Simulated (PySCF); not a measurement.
# Stationary points of InF2

Computed with PySCF, PBE0, basis In def2-TZVP with ECP28, F def2-TZVP (scalar-relativistic core potentials, no spin–orbit coupling, density fitting).

Relaxations began from a few typed shapes; open shells are unrestricted. The search is not exhaustive: other isomers or separated fragments can lie lower, and high-lying points may rest on an excited occupation.

```csv
spin,group,bonds,angles,imaginary modes (cm⁻¹),ΔE (kJ/mol),ΔE with ZPE (kJ/mol)
doublet,C2v,In–F 1.957 Å (×2),F–In–F 116.5°,none,0.0,0.0
doublet,D∞h,In–F 1.999 Å (×2),F–In–F 180.0°,"129i, 129i",39.2,–
```

The lowest minimum found is the doublet C2v: In–F 1.957 Å (×2); F–In–F 116.5°.

For the lowest minimum: with an element this heavy the missing spin–orbit coupling can shift these numbers.
